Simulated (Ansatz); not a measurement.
The first iterations of a band of CH$_{7}$NSn (10 atoms, charge 0, multiplicity 1).

Method: RKS B3LYP/def2-SVP (Ansatz 0.2.0).

```
movable images  : 7
climbing image  : yes
spring          : 50.0 eV/Å²
optimiser       : quadratic models (default)
start path      : through a guess of the saddle point
force threshold : 0.05 eV/Å
iteration limit : 25
end points      : relaxed
```

Image 0:

```xyz
10
Properties=species:S:1:pos:R:3
C -0.926 0.767 -0.903
N -0.311 -0.496 -0.528
Sn 0.929 -0.632 1.110
H -1.719 0.603 -1.656
H -1.419 1.223 -0.028
H -0.237 1.534 -1.320
H 0.063 -0.987 -1.338
H 1.430 -2.274 1.171
H -0.035 -0.200 2.467
H 2.309 0.412 1.028
```

Image 8:

```xyz
10
Properties=species:S:1:pos:R:3
C -0.645 0.734 -1.144
N -0.768 -0.157 -0.001
Sn 0.858 -0.591 1.185
H -1.645 1.010 -1.527
H -0.160 1.677 -0.839
H -0.065 0.338 -2.005
H -1.310 -0.988 -0.231
H 2.188 -1.282 0.315
H 0.282 -1.696 2.368
H 1.348 0.903 1.881
```

| iteration | highest image above the first end (eV) | largest band force component (eV/Å) |
| --- | --- | --- |
| 1 | 0.603 | 4.655 |
| 2 | 0.145 | 1.106 |

**Question.** Does the band converge within its limit, and where does its top end?

**Answer.** The forces met the threshold. It ended after 7 iterations with the highest image 0.048 eV above the first end. Another band between the same ends (7 images) ends at a top of the same energy, where a vibrational analysis finds 1 clearly imaginary mode.

Time of the run: 5.8 min on 1 CPU thread of a shared host.
